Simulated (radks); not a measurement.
The numbers below are computed, except where a source is named.
Question: The mean radii <r> (bohr) of the occupied orbitals of an atom or ion are listed with their occupations. Code: a radial shooting solver on a logarithmic mesh with Libxc functionals. Model: Dirac Kohn-Sham, SOGGA, spin-unpolarised, spherical densities, finite nucleus; Fermi nuclear charge, rms radius of each element as measured or else 0.836 A^(1/3) + 0.57 fm.

| orbital | occ. | <r> |
|---|---|---|
| 1s1/2 | 2 | 0.02723 |
| 2s1/2 | 2 | 0.1168 |
| 2p1/2 | 2 | 0.09848 |
| 2p3/2 | 4 | 0.1042 |
| 3s1/2 | 2 | 0.3139 |
| 3p1/2 | 2 | 0.3041 |
| 3p3/2 | 4 | 0.3157 |
| 3d3/2 | 4 | 0.2865 |
| 3d5/2 | 6 | 0.2902 |
| 4s1/2 | 2 | 0.7394 |
| 4p1/2 | 2 | 0.7716 |
| 4p3/2 | 4 | 0.7996 |
| 4d3/2 | 4 | 0.9063 |
| 4d5/2 | 6 | 0.9171 |
| 5s1/2 | 2 | 1.783 |
| 5p1/2 | 0.333333 | 1.986 |
| 5p3/2 | 0.666667 | 2.048 |

Name the element and its charge. Open shells, if any, are shared by 2j + 1.

Answer: Z = 53, iodine, charge +4: I4+ in [Kr] 4d10 5s2 5p1. The 1s radius gives Z: for a bare nucleus <r> = (2 gamma + 1)/(2Z) with gamma = sqrt(1 - (Z/c)^2), 0.02683 bohr for Z = 53, and screening makes it slightly larger (0.02723 here). The occupations add up to 49, and the charge is Z minus that.
